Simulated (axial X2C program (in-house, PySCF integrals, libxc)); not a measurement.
# AsC⁺: properties at the nuclei

Computed with an axial X2C code built on PySCF integrals: two-component X2C with atomic mean-field Coulomb and Gaunt terms, Gaussian nuclei, basis As dyall-cv3z, C dyall-v3z with contracted cores.

R = 1.739 Å (near the PBE0 minimum at charge 1 of the determinant lowest at the starting distance; the state shown can have its own minimum elsewhere).

Determinant lowest in the PBE0 search, Ω = 2 (⟨Sz⟩ = 1.00, ⟨Lz⟩ = 1.00 at PBE0), spin on the atoms As 0.16, C 0.84:

```tsv
level	Eeff magnitude (GV/cm)	Ws magnitude As (kHz)	A∥/gI As (MHz)	qzz As (a.u.)	A∥/gI C (MHz)	qzz C (a.u.)
PBE0	0.172	0.0583	287	-2.15	147	-0.15
HF	0.141	0.0138	415	-3.86	198	-0.10
LDA	0.397	0.106	299	-1.79	147	-0.14
BHandHLYP	0.0668	0.0365	301	-2.28	154	-0.18
BP86	0.368	0.1	273	-1.72	146	-0.14
```

Eeff is the effective electric field on the electron electric dipole moment in this Ω state and Ws the scalar–pseudoscalar constant of the nucleus named (defined with the proton number Z and per Ω); A∥ (defined per Ω) follows by multiplying with gI = μI/(I μN); qzz is the electric field gradient, eQq0 = 234.96 MHz × Q/barn × qzz. The operators were transformed with the bare-nucleus X2C matrices; with these basis sets, hyperfine constants and field gradients can be off by tens of per cent, and where levels differ in sign neither size nor sign is settled.

Q: With gI(75As) = 0.9597, gI(13C) = 1.4048 (g factors from the IAEA table of nuclear moments by Stone), turn the PBE0 values of the first state into constants in MHz.

A: A∥(75As) = 287 × 0.9597 = 275 MHz; A∥(13C) = 147 × 1.4048 = 207 MHz.

Each state is one determinant with collinear spin, which with several unpaired electrons need not be a pure state. Unrestricted Hartree–Fock can overshoot spin polarisation at the nuclei. In the state Ω = 2 the sign of Eeff differs between levels (HF against PBE0). With several open shells hyperfine constants can be off by a factor of several. Where Eeff spreads by more than a factor of two the levels disagree and none is to be relied on. Open-shell Ω = 0 determinants with evenly filled partner blocks cannot be reached by this program, so the Ω shown need not be the lowest component. States lie within half an eV, so the first need not be the ground state. The sign of Ws at As differs between levels in the first state. Further determinants of the search, some of them spin-mixed, are not shown. Where a field gradient or hyperfine factor spreads by more than a factor of two over the levels, a constant derived from it is not to be relied on.
